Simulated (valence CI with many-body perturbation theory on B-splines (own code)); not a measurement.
S: calculation against measured levels

Computed by valence CI with perturbative core correlation (CI+MBPT): six valence electrons over a frozen Dirac-Fock core [Ne], radial functions for each j: 9 s, 9 p, 8 d, 6 f, 3 g, 1 h, with the one-electron correlation potential Σ1, the two-electron term Σ2, the three-electron term Σ3, Breit, model QED; selected CI, second order for the rest, scaled by the run's own slope (own B-spline code, finite nucleus).

Set against measurement, 38 paired levels are off by 578 cm⁻¹ on average, the worst by 1259. Among the levels kept, up to 7900 cm⁻¹ of a level comes from second order outside the variational space, and about a tenth of that is noise between levels of different J, which matters for small intervals.

Measured levels: NIST Handbook of Basic Atomic Spectroscopic Data (Sansonetti and Martin, J. Phys. Chem. Ref. Data 34, 1559 (2005)). Pairs share parity and J, and are chosen by configuration, term and nearness in energy; levels without a clear partner are left out. Energies in cm⁻¹ above the measured ground level. The last column is blank where CI alone has no clear partner.

Names give the largest LS component (configuration and term), which can be under half, so a name can repeat, a term be missing and a line seem to break the LS rules; names also repeat where a configuration has a term twice.

| Computed label | Label in the source | Measured | Computed | Difference | CI alone, difference |
| --- | --- | --- | --- | --- | --- |
| 3s2.3p4 3P_2 | 3s2 3p4 3P | 0 | 0.0 | 0 | 0 |
| 3s2.3p4 3P_1 | 3s2 3p4 3P | 396.1 | 294.5 | -102 | -108 |
| 3s2.3p4 3P_0 | 3s2 3p4 3P | 573.6 | 143.4 | -430 | -439 |
| 3s2.3p4 1D_2 | 3s2 3p4 1D | 9238.6 | 9375.7 | +137 | +205 |
| 3s2.3p4 1S_0 | 3s2 3p4 1S | 22180.0 | 22144.7 | -35 | +33 |
| 3s2.3p3.4s 5S°_2 | 3s2 3p3(4S°) 4s 5S° | 52623.6 | 52140.0 | -484 | -591 |
| 3s2.3p3.4s 3S°_1 | 3s2 3p3(4S°) 4s 3S° | 55330.8 | 54922.1 | -409 | -457 |
| 3s2.3p3.4p 5P_1 | 3s2 3p3(4S°) 4p 5P | 63446.1 | 62861.4 | -585 | -683 |
| 3s2.3p3.4p 5P_2 | 3s2 3p3(4S°) 4p 5P | 63457.1 | 62850.3 | -607 | -710 |
| 3s2.3p3.4p 5P_3 | 3s2 3p3(4S°) 4p 5P | 63475.1 | 62763.2 | -712 | -808 |
| 3s2.3p3.4p 3P_1 | 3s2 3p3(4S°) 4p 3P | 64889.0 | 64315.5 | -573 | -664 |
| 3s2.3p3.4p 3P_0 | 3s2 3p3(4S°) 4p 3P | 64891.4 | 64042.9 | -849 | -932 |
| 3s2.3p3.4p 3P_2 | 3s2 3p3(4S°) 4p 3P | 64892.6 | 64311.9 | -581 | -677 |
| 3s2.3p3.4s 3D°_1 | 3s2 3p3(2D°) 4s 3D° | 67816.4 | 67650.5 | -166 | -133 |
| 3s2.3p3.4s 3D°_2 | 3s2 3p3(2D°) 4s 3D° | 67825.2 | 67587.3 | -238 | -201 |
| 3s2.3p3.4s 3D°_3 | 3s2 3p3(2D°) 4s 3D° | 67842.9 | 67801.3 | -42 | +2 |
| 3s2.3p3.3d 5D°_4 | 3s2 3p3(4S°) 3d 5D° | 67877.6 | 67131.7 | -746 | -898 |
| 3s2.3p3.3d 5D°_0 | 3s2 3p3(4S°) 3d 5D° | 67884.2 | 67141.5 | -743 | -897 |
| 3s2.3p3.3d 5D°_1 | 3s2 3p3(4S°) 3d 5D° | 67885.5 | 67325.7 | -560 | -718 |
| 3s2.3p3.3d 5D°_2 | 3s2 3p3(4S°) 3d 5D° | 67887.8 | 67230.0 | -658 | -812 |
| 3s2.3p3.3d 5D°_3 | 3s2 3p3(4S°) 3d 5D° | 67890.0 | 67420.9 | -469 | -630 |
| 3s2.3p3.4s 1D°_2 | 3s2 3p3(2D°) 4s 1D° | 69237.9 | 69000.9 | -237 | -191 |
| 3s2.3p3.3d 3D°_1 | 3s2 3p3(4S°) 3d 3D° | 70164.6 | 69545.6 | -619 | -767 |
| 3s2.3p3.3d 3D°_2 | 3s2 3p3(4S°) 3d 3D° | 70166.2 | 69479.3 | -687 | -845 |
| 3s2.3p3.3d 3D°_3 | 3s2 3p3(4S°) 3d 3D° | 70174.0 | 69616.8 | -557 | -696 |
| 3s2.3p3.5s 5S°_2 | 3s2 3p3(4S°) 5s 5S° | 70702.8 | 70407.5 | -295 | -366 |
| 3s2.3p3.5s 3S°_1 | 3s2 3p3(4S°) 5s 3S° | 71351.4 | 70991.8 | -360 | -409 |
| 3s.3p5 3P°_2 | 3s 3p5 3P° | 72023.5 | 70764.0 | -1259 | -1594 |
| 3s.3p5 3P°_1 | 3s 3p5 3P° | 72382.3 | 71441.3 | -941 |  |
| 3s.3p5 3P°_0 | 3s 3p5 3P° | 72571.6 | 71801.0 | -771 | -1181 |
| 3s2.3p3.5p 5P_1 | 3s2 3p3(4S°) 5p 5P | 73911.3 | 73139.5 | -772 | -845 |
| 3s2.3p3.5p 5P_2 | 3s2 3p3(4S°) 5p 5P | 73914.9 | 73167.2 | -748 | -827 |
| 3s2.3p3.5p 5P_3 | 3s2 3p3(4S°) 5p 5P | 73921.0 | 73081.6 | -839 | -909 |
| 3s2.3p3.5p 3P_2 | 3s2 3p3(4S°) 5p 3P | 74268.5 | 73529.0 | -740 | -811 |
| 3s2.3p3.5p 3P_1 | 3s2 3p3(4S°) 5p 3P | 74269.6 | 73531.2 | -738 | -805 |
| 3s2.3p3.5p 3P_0 | 3s2 3p3(4S°) 5p 3P | 74271.7 | 73358.9 | -913 | -969 |
| 3s2.3p3.4d 5D°_4 | 3s2 3p3(4S°) 4d 5D° | 74973.1 | 74136.8 | -836 | -976 |
| 3s2.3p3.4d 5D°_2 | 3s2 3p3(4S°) 4d 5D° | 74975.2 | 74223.1 | -752 | -867 |
| 3s2.3p3.4d 5D°_0 | 3s2 3p3(4S°) 4d 5D° | 74976.6 | 74211.9 | -765 | -891 |

Over 38 excited levels the mean absolute difference is 578 cm⁻¹, the median 613 and the largest 1259. For the 37 levels that pair on every rung the mean is CI alone 663, + Σ1 248, + Σ2 406, + Σ3 559, + Breit 574, + QED 568. The comparison draws on a selection of the measured levels: 39 of the 39 computed ones have a partner in it, and others may be off by more.

Rates against NIST Handbook of Basic Atomic Spectroscopic Data (Sansonetti and Martin, J. Phys. Chem. Ref. Data 34, 1559 (2005)):

```
λ vac, measured (nm)             Upper             Lower  A computed (s⁻¹)  A tabulated (s⁻¹)
              142.50  3s2.3p3.3d 3D°_3      3s2.3p4 3P_2          2.93e+08           2.92e+08
              143.33  3s2.3p3.3d 3D°_2      3s2.3p4 3P_1          2.09e+08           2.16e+08
              143.33  3s2.3p3.3d 3D°_1      3s2.3p4 3P_1          1.24e+08           1.20e+08
              147.40  3s2.3p3.4s 3D°_3      3s2.3p4 3P_2          1.14e+08           1.82e+08
              166.67  3s2.3p3.4s 1D°_2      3s2.3p4 1D_2          4.48e+08           6.30e+08
              180.73  3s2.3p3.4s 3S°_1      3s2.3p4 3P_2          2.91e+08           3.08e+08
              182.03  3s2.3p3.4s 3S°_1      3s2.3p4 3P_1          1.71e+08           1.70e+08
              182.62  3s2.3p3.4s 3S°_1      3s2.3p4 3P_0          5.65e+07           5.49e+07
              921.54   3s2.3p3.4p 5P_3  3s2.3p3.4s 5S°_2          2.67e+07           3.00e+07
              923.06   3s2.3p3.4p 5P_2  3s2.3p3.4s 5S°_2          2.73e+07           2.80e+07
              924.01   3s2.3p3.4p 5P_1  3s2.3p3.4s 5S°_2          2.75e+07           2.80e+07
             1045.83   3s2.3p3.4p 3P_2  3s2.3p3.4s 3S°_1          2.10e+07           2.20e+07
             1045.96   3s2.3p3.4p 3P_0  3s2.3p3.4s 3S°_1          1.91e+07           2.20e+07
             1046.23   3s2.3p3.4p 3P_1  3s2.3p3.4s 3S°_1          2.10e+07           2.20e+07
```
